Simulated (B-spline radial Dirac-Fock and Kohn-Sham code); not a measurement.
**Ca¹²⁺: scattering cross sections and density moments**

System: the Ca¹²⁺ ion, [He] 2s2 2p4.

The run's input, task.json:

```json
{"items": [{
  "Z": 20,
  "q": 12,
  "cfg": [[1, 0, 2], [2, 0, 2], [2, 1, 4]],
  "A": 40,
  "rrms": 3.4776,
  "do": ["scatter"],
  "s": [0.0, 0.05, 0.1, 0.15, 0.2, 0.25, 0.3, 0.35, 0.4, 0.45, 0.5, 0.6, 0.7, 0.8, 0.9, 1.0, 1.1, 1.2, 1.4, 1.6, 1.8, 2.0, 2.5, 3.0, 3.5, 4.0, 5.0, 6.0],
  "pz": [0, 0.1, 0.14, 0.19, 0.26, 0.36, 0.5, 0.69, 0.96, 1.3, 1.8, 2.5, 3.5, 4.8, 6.6, 9.1, 13.0, 17.0, 24.0, 33.0, 46.0],
  "hv_scatter": [1000, 2000, 5000, 17479.3, 20000, 30000, 100000, 200000]
}]}
```

Command: `python xray_run.py task.json out`

The computed values come from a radial B-spline solver: configuration-average Dirac-Fock orbitals.

```
Sum of ⟨r⟩                          : 2.060 bohr
Sum of ⟨r²⟩                         : 0.7468 bohr²
Sum of ⟨1/r⟩                        : 64.910 per bohr
Langevin diamagnetic susceptibility : -0.591 × 10⁻⁶ cm³/mol
Lamb shielding (α²/3)Σ⟨1/r⟩         : 1152 ppm
```

Coherent scattering is the Thomson cross section weighted by f₀², without anomalous dispersion; incoherent scattering is Klein-Nishina weighted by S. The Lamb formula is the non-relativistic shielding expression. Electron correlation is left out. A dash stands where the photon energy is too low for the impulse approximation behind that column.

```
hν (keV)  coherent (b)  incoherent (b)  incoherent per electron (b)
       1         42.39               –                            –
       2         41.83               –                            –
       5         38.23          0.3411                       0.0426
 17.4793         17.21           2.129                        0.266
      20         14.57           2.380                        0.298
      30         8.390           3.003                        0.375
     100         1.246           3.571                        0.446
     200        0.3470           3.138                        0.392
```

Incoherent scattering overtakes coherent scattering between 30 and 100 keV.
